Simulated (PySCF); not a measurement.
H2S2Te, SMILES S[Te]S. Atoms are numbered in the order given.

```xyz
5

Te     0.0000     0.0000     0.6023
S      1.9103     0.0836    -0.9107
H      2.0367    -1.2542    -1.0877
S     -1.9103    -0.0836    -0.9107
H     -2.0367     1.2542    -1.0877
```
Charge 0, spin multiplicity 1.

Geometry: B3LYP-D3(BJ)/def2-SVP. The def2 effective core potentials stand for the cores of Te; spin–orbit coupling is left out. One conformer was computed; it need not be the lowest.

The numbers are results of PySCF with ωB97X/def2-TZVPD, not measurements.

The molecule is in vacuum.

Computed frontier levels, gap, dipole moment and polarisability:
- highest occupied level: -9.01 eV
- lowest empty level: -0.23 eV
- orbital gap: 8.78 eV
- dipole moment: 0.72 D
- quadrupole, principal values (traceless, Buckingham form, about the centre of nuclear charge): -6.22, -0.12, 6.33 D·Å
- mean static polarisability: 89.6 bohr³ (13.27 Å³)
- polarisability, principal values: 68.6, 83.4, 116.7 bohr³
